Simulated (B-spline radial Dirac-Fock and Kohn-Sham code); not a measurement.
# Auger decay of the 2s hole in Co¹³⁺

System: Co¹³⁺, configuration [Ne] 3s2 3p2.

Input file task.json (cfg lists n, l and occupation; rrms is the nuclear radius in fm):

```json
{"items": [{
  "Z": 27,
  "q": 13,
  "cfg": [[1, 0, 2], [2, 0, 2], [2, 1, 6], [3, 0, 2], [3, 1, 2]],
  "A": 59,
  "rrms": 3.7875,
  "do": ["binding", "quiet", "decay"],
  "holes": ["K", "L1", "L2", "L3", "M1"]
}]}
```

Command: `python xray_run.py task.json out`

Model: independent-particle radiative and Coulomb Auger rates from relativistic LDA hole-state orbitals, with Dirac-Fock energies. Program: a radial finite-basis atomic code. Kinetic energies are configuration averages from the vacuum level; the two-hole energies are estimated from single-hole states.

```
transition  kinetic energy (eV)  width (meV)  share (%)
   L1-M1M1                431.3         46.0       33.6
   L1-M1M2                470.9         30.3       22.2
   L1-M1M3                473.8         59.8       43.7
```

The listed channels hold 100 % of the non-radiative rate. Summed by principal shells, of 0.137 eV in all: LMM 100.0 %.

Values without a named source are computed, but for edge energies of neutral atoms, which are taken from tables.
